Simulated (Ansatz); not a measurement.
Steps of a relaxation of CH$_{6}$BFOSi (`OC([SiH3])BF`) with RKS PBE-D4/def2-SVP.

```sh
$ ansatz run in.yaml --threads 4 --pin off --events-out ev --progress --plain --max-ram 10444MiB
```

```yaml
crystal:
  periodic: [false, false, false]
  atoms:
    - {symbol: O, position_ang: [0.098200, 1.315800, 1.020600]}
    - {symbol: C, position_ang: [0.216100, 0.043600, 0.555100]}
    - {symbol: Si, position_ang: [-1.213800, -0.421200, -0.610700]}
    - {symbol: B, position_ang: [1.674600, -0.051000, -0.225600]}
    - {symbol: F, position_ang: [1.867500, 0.779800, -1.379400]}
    - {symbol: H, position_ang: [-0.661800, 1.348800, 1.699700]}
    - {symbol: H, position_ang: [0.267700, -0.660500, 1.417600]}
    - {symbol: H, position_ang: [-2.418600, -0.321100, 0.121800]}
    - {symbol: H, position_ang: [-1.205100, 0.516900, -1.699600]}
    - {symbol: H, position_ang: [-0.981800, -1.797200, -1.054200]}
    - {symbol: H, position_ang: [2.422400, -0.810800, 0.175400]}
basis:
  gaussian: {orbitals: def2-SVP}
hamiltonian: {xc: pbe, dispersion: d4}
relax: {f_tol: 0.03, max_steps: 200}
```

Positions (Å) and forces (eV/Å) along the path, 10 of 10 steps:

```xyz
11
step=1 energy=-14433.4922 eV
O     0.098    1.316    1.021   -1.768    3.125    2.149
C     0.216    0.044    0.555    1.830   -1.971   -1.033
Si   -1.214   -0.421   -0.611    1.596   -0.412    0.118
B     1.675   -0.051   -0.226   -2.948    2.831   -2.189
F     1.867    0.780   -1.379   -0.112   -1.962    2.726
H    -0.662    1.349    1.700    1.299    0.053   -1.294
H     0.268   -0.660    1.418    0.068   -0.538   -0.130
H    -2.419   -0.321    0.122   -1.685    0.113    0.949
H    -1.205    0.517   -1.700   -0.104    0.741   -1.025
H    -0.982   -1.797   -1.054   -0.078   -0.770   -0.405
H     2.422   -0.811    0.175    1.901   -1.210    0.133
11
step=2 energy=-14434.1049 eV
O     0.111    1.379    1.036   -0.674    0.930    0.569
C     0.240    0.057    0.579    1.016   -1.099   -0.397
Si   -1.190   -0.446   -0.597    0.380   -0.118   -0.036
B     1.627   -0.100   -0.232   -0.615    2.450   -0.605
F     1.886    0.861   -1.208   -0.234   -1.641    1.364
H    -0.678    1.443    1.634    0.533   -0.125   -0.538
H     0.297   -0.688    1.413   -0.107   -0.014    0.005
H    -2.453   -0.340    0.154   -0.552    0.040    0.322
H    -1.232    0.494   -1.740   -0.025    0.218   -0.299
H    -1.036   -1.848   -1.098    0.019   -0.167   -0.051
H     2.494   -0.869    0.080    0.259   -0.473   -0.333
11
step=3 energy=-14434.2164 eV
O     0.077    1.429    1.060    0.032   -0.161   -0.132
C     0.274    0.076    0.616    0.352   -0.144    0.431
Si   -1.148   -0.451   -0.582   -0.228   -0.031   -0.329
B     1.641   -0.038   -0.149    0.566   -0.130   -1.650
F     1.874    0.848   -1.165    0.000   -0.576    1.086
H    -0.743    1.473    1.582   -0.133   -0.090    0.007
H     0.309   -0.688    1.440   -0.151    0.257    0.091
H    -2.463   -0.348    0.176    0.228    0.009   -0.013
H    -1.221    0.496   -1.761    0.056   -0.102    0.201
H    -1.029   -1.869   -1.118    0.063    0.196    0.167
H     2.494   -0.985   -0.078   -0.785    0.772    0.140
11
step=4 energy=-14434.3398 eV
O     0.070    1.394    1.041   -0.289   -0.004   -0.009
C     0.315    0.038    0.635   -0.086    0.562   -0.291
Si   -1.141   -0.450   -0.594    0.424   -0.176    0.477
B     1.626   -0.039   -0.232   -0.174   -0.573    0.527
F     1.954    0.967   -1.038    0.101    0.033   -0.001
H    -0.828    1.417    1.428    0.091    0.093    0.013
H     0.295   -0.657    1.512    0.131   -0.156   -0.269
H    -2.384   -0.308    0.258    0.032    0.015   -0.153
H    -1.189    0.506   -1.755    0.006   -0.075    0.081
H    -0.990   -1.881   -1.047   -0.145    0.056   -0.090
H     2.339   -1.045   -0.189   -0.092    0.225   -0.284
11
step=5 energy=-14434.4255 eV
O     0.026    1.429    1.028   -0.149   -0.157   -0.042
C     0.326    0.082    0.642   -0.230    0.314   -0.100
Si   -1.111   -0.483   -0.565    0.325    0.086    0.121
B     1.611   -0.036   -0.231   -0.074   -0.136    0.112
F     2.033    1.011   -0.942    0.091   -0.071    0.048
H    -0.864    1.426    1.434    0.122    0.045   -0.012
H     0.326   -0.628    1.502    0.091   -0.125   -0.008
H    -2.371   -0.313    0.247   -0.006    0.009   -0.042
H    -1.128    0.468   -1.733   -0.050   -0.110    0.057
H    -0.996   -1.911   -1.026   -0.050    0.004   -0.019
H     2.214   -1.101   -0.334   -0.070    0.142   -0.114
11
step=6 energy=-14434.4562 eV
O    -0.008    1.450    1.012    0.041   -0.099   -0.003
C     0.323    0.111    0.648   -0.118    0.134   -0.091
Si   -1.079   -0.498   -0.559    0.007   -0.028    0.109
B     1.590   -0.030   -0.239    0.091    0.046    0.065
F     2.133    1.041   -0.826    0.004   -0.083    0.008
H    -0.877    1.431    1.456    0.036    0.012    0.002
H     0.344   -0.603    1.508    0.037   -0.070   -0.046
H    -2.347   -0.308    0.237   -0.029    0.006   -0.035
H    -1.116    0.415   -1.751    0.003   -0.051   -0.008
H    -0.980   -1.939   -0.982    0.002    0.030   -0.007
H     2.082   -1.127   -0.483   -0.075    0.103    0.005
11
step=7 energy=-14434.4642 eV
O     0.011    1.461    1.025   -0.035   -0.052    0.033
C     0.308    0.125    0.644    0.079    0.071   -0.061
Si   -1.082   -0.503   -0.553   -0.109   -0.021   -0.031
B     1.581   -0.018   -0.239    0.042   -0.025   -0.018
F     2.162    1.046   -0.797   -0.015   -0.007    0.041
H    -0.840    1.450    1.501   -0.015    0.042    0.014
H     0.345   -0.604    1.493    0.027   -0.027   -0.019
H    -2.381   -0.325    0.194    0.015    0.031    0.008
H    -1.112    0.375   -1.772    0.005   -0.024   -0.001
H    -0.960   -1.947   -0.955    0.028   -0.001    0.011
H     2.034   -1.118   -0.521   -0.021    0.014    0.023
11
step=8 energy=-14434.4679 eV
O     0.009    1.462    1.034   -0.007   -0.038    0.022
C     0.304    0.131    0.631   -0.004    0.020   -0.024
Si   -1.093   -0.506   -0.553   -0.050    0.010   -0.042
B     1.578   -0.009   -0.246    0.136    0.023   -0.009
F     2.194    1.059   -0.760   -0.048   -0.053    0.027
H    -0.836    1.448    1.520   -0.004    0.013   -0.005
H     0.354   -0.612    1.467    0.011   -0.001    0.006
H    -2.392   -0.301    0.188    0.024   -0.001   -0.004
H    -1.117    0.340   -1.794   -0.008   -0.013    0.003
H    -0.956   -1.957   -0.925   -0.010    0.001    0.023
H     2.019   -1.112   -0.542   -0.039    0.041    0.003
11
step=9 energy=-14434.4681 eV
O     0.007    1.454    1.048    0.024   -0.006   -0.001
C     0.306    0.133    0.619   -0.041    0.010    0.060
Si   -1.100   -0.505   -0.559    0.047   -0.009    0.018
B     1.596    0.003   -0.237   -0.061    0.096   -0.202
F     2.221    1.078   -0.724    0.001   -0.083    0.073
H    -0.844    1.435    1.524    0.011   -0.019   -0.013
H     0.361   -0.625    1.443   -0.027    0.000    0.014
H    -2.388   -0.262    0.188    0.015   -0.011   -0.015
H    -1.125    0.302   -1.828    0.002   -0.014    0.020
H    -0.973   -1.971   -0.879   -0.025    0.029    0.002
H     2.004   -1.098   -0.575    0.054    0.007    0.044
11
step=10 energy=-14434.4701 eV
O     0.011    1.452    1.050   -0.007   -0.003   -0.004
C     0.305    0.132    0.617    0.008   -0.001   -0.009
Si   -1.101   -0.505   -0.558   -0.003    0.005    0.013
B     1.593    0.006   -0.246    0.015    0.002   -0.003
F     2.230    1.080   -0.715   -0.022   -0.014    0.012
H    -0.844    1.431    1.517   -0.004    0.014    0.002
H     0.356   -0.626    1.441    0.011   -0.007   -0.006
H    -2.386   -0.261    0.192   -0.005   -0.001   -0.008
H    -1.131    0.297   -1.828    0.004    0.002    0.003
H    -0.985   -1.971   -0.877   -0.002    0.001    0.002
H     2.016   -1.093   -0.572    0.004    0.003   -0.002
```

Run time 13 s (4 threads of an Arm Neoverse V1 on a shared host); peak host memory 0.18 GiB.
